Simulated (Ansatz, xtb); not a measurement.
C2H7GeNSi: which of two isomers lies lower

Structure a: `[CH3][GeH2][SiH2]C#N`, a singlet. Structure b: `C[SiH2][GeH2][C]#N`, a singlet. Both are isolated molecules in the gas phase, relaxed with B3LYP-D3(BJ)/def2-SVP; each stands in its lowest conformer found.

Q: Estimate which is lower in electronic energy at CCSD(T)/def2-SVP + ΔMP2/def2-TZVPP, and by roughly how much.

A: Too close to call at this level: CCSD(T)/def2-SVP + ΔMP2/def2-TZVPP gives E(b) − E(a) = −0.08 kcal/mol.

The same difference at several levels:

```tsv
level	geometry	E(b) − E(a) (kcal/mol)	departure from the last row (kcal/mol)	job, with rough time for the two
GFN2-xTB	GFN2-xTB	−2.54	−2.47	optimisation, 0.14 s
HF/STO-3G	GFN2-xTB	−1.66	−1.58	single point, 0.42 s
r2SCAN-D4/def2-SVP	GFN2-xTB	+0.06	+0.14	single point, 2.7 s
B3LYP-D3(BJ)/def2-SVP	B3LYP-D3(BJ)/def2-SVP	−0.05	+0.03	optimisation, 65 s
HF/def2-SVP	B3LYP-D3(BJ)/def2-SVP	−0.45	−0.37	part of the CCSD(T) run
MP2/def2-SVP	B3LYP-D3(BJ)/def2-SVP	+0.06	+0.14	part of the CCSD(T) run
CCSD(T)/def2-SVP	B3LYP-D3(BJ)/def2-SVP	−0.07	0.00	single point
CCSD(T)/def2-SVP + ΔMP2/def2-TZVPP	B3LYP-D3(BJ)/def2-SVP	−0.08		single point, 31 s
```

As drawn, both hold the same kinds of bond in the same numbers.

The largest departure from CCSD(T)/def2-SVP + ΔMP2/def2-TZVPP is that of GFN2-xTB, 2.47 kcal/mol. The last row adds to CCSD(T) the change of the MP2 difference between the two basis sets, here 0.00 kcal/mol.

With thermal terms from frequencies at re-optimised GFN2-xTB minima (ideal gas, soft modes damped towards free rotors, one conformer each, 298.15 K, 1 atm): the zero-point term adds +0.18 kcal/mol; ΔH is +0.13 and ΔG −0.03 kcal/mol.

The correlated steps freeze 17 core orbitals; the filled d shell of Ge is correlated, in a basis made for valence electrons. Codes used: Ansatz 0.2.0, xtb 6.7.1; the last row on 2 threads of Intel(R) Xeon(R) 6975P-C (Granite Rapids) on a shared host.
